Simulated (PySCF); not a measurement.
A structure optimised at PBE-D3(BJ)/def2-SVP, used in a PySCF frequency run:

```
Ga
H 1 1.5621
Br 1 2.2957 2 121.84
Br 1 2.2957 2 121.84 3 180.00
```

Problem. Write its SMILES, formula and point group.

Solution. [Br][GaH][Br], Br2GaH, C2v

Problem. What are its rotational constants (standard atomic weights)?

Solution. 6.5633, 0.83147, 0.73798 GHz
